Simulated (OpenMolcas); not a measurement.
Mn3+ among 2 point charges of -3 e arranged as a linear pair (D∞h), 2.05 Å from the ion.

* Program: OpenMolcas 26.06
* Method: SS-CASPT2, IPEA 0.25 Eh, imaginary shift 0.1 Eh (closed shells correlated: 3s 3p)
* Basis: ANO-RCC-VDZP [5s4p2d1f]
* Scalar Hamiltonian: DKH2, point nucleus
* Active space: 4 electrons in 5 orbitals (3d)
* State averaging: 2S+1 = 5 even, 5 roots; 2S+1 = 3 even, 45 roots; 2S+1 = 1 even, 50 roots
* Spin-orbit coupling: RASSI with atomic mean-field integrals over the reference wave functions

What is the spin-free ground state (labels by Λ)?

5Σ, 1-fold in its orbital part, 100 % from free-ion D terms; it has the highest spin that d4 allows.

Where is the first state of the same spin?

5Π at 4180 cm-1 above the ground state.

What are the lowest two levels with spin-orbit coupling?

A 1-fold level, then a 2-fold level 9 cm-1 above it. Their leading multiplicities are 5 (100 %) and 5 (100 %).

What is χT at 300 K, and how does it compare with the textbook value?

The lowest level has 2S+1 = 5, for which the spin-only value is χT = S(S+1) / 2 = 3.000 cm3 K/mol (g = 2). The computed 2.796 at 300 K differs by -0.204, through orbital momentum, spin-orbit coupling and any other state in reach.

Roots that are degenerate in the reference are averaged as groups; the widest CASPT2 spread within a group is 28 cm-1 (the 2-fold group of multiplicity 1 near 77000 cm-1 above the lowest state of its run). Shifts and gaps below about the spread of the groups concerned are not significant. Free-ion shares, where given, are those of the reference states; single-state CASPT2 does not remix them. Point charges carry no covalency, so the field is a model and not that of real ligands. No measured value stands beside these numbers.
